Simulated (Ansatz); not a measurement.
The molecule TeAs, multiplicity 4 (an upper state: multiplicity 2 came lower at CCSD(T)/def2-TZVPP on PBE0 minima). No spin–orbit coupling. As is treated without relativity.

The constants come from a fifth-degree fit in 1/R (seven points, main isotopes). In def2 and cc sets the state is the lowest found near the PBE0 minimum, followed along R.

Correlated levels freeze the inner cores; with def2 sets outer-core shells near the valence are correlated too.

Codes used: Ansatz (Gaussian orbitals). Each number belongs to the level named beside it. In def2 rows elements past Kr take small-core potentials, without spin–orbit coupling.

Task: What bond length and harmonic frequency does wB97X-V/def2-TZVPP give?

Result: r_e = 2.562 Å, ω_e = 247 cm⁻¹.

Task: What bond length and harmonic frequency does CCSD/def2-TZVPP give?

Result: r_e = 2.586 Å, ω_e = 234 cm⁻¹.

Task: What bond length and harmonic frequency does CCSD(T)/def2-TZVPP give?

Result: r_e = 2.593 Å, ω_e = 229 cm⁻¹.

Ansatz is a first-principles code.
